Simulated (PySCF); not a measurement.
**Correlation energy of Mo (molybdenum, neutral)**

Starting occupation: [Kr] 4d5 5p1, 4d5/2 with m_j = -3/2, -1/2, +1/2, +3/2, +5/2, 5p3/2 with m_j = +3/2. Calculation: PySCF 2.14, in x2c-TZVPall-2c (8s9p7d1f, 77 functions); X2C-1e with screened-nucleus spin-orbit coupling, Gaussian nucleus. Frozen: [Ar] 3d10; 14 electrons correlated; the 6 highest virtual spinors left out.

MP2 pair energies summed by pair of shells (mhartree):

```json
{"pair": "4d-4p", "energy": "-111.73", "share (%)": "39.7"}
{"pair": "4p-4p", "energy": "-69.38", "share (%)": "24.7"}
{"pair": "4d-4d", "energy": "-47.12", "share (%)": "16.7"}
{"pair": "4p-4s", "energy": "-24.00", "share (%)": "8.5"}
{"pair": "4d-4s", "energy": "-12.32", "share (%)": "4.4"}
{"pair": "4d-5p", "energy": "-8.47", "share (%)": "3.0"}
{"pair": "4s-4s", "energy": "-4.24", "share (%)": "1.5"}
{"pair": "4p-5p", "energy": "-3.89", "share (%)": "1.4"}
{"pair": "4s-5p", "energy": "-0.20", "share (%)": "0.1"}
```

Total MP2 correlation energy: -281.36 mhartree.

The GHF reference relaxed away from the jj start to a determinant that is no pure jj level (⟨S²⟩ = 12.00, ⟨J²⟩ = 20.04); the energies belong to that determinant.

This basis was not built for core-valence correlation, so the inner-shell part is incomplete.
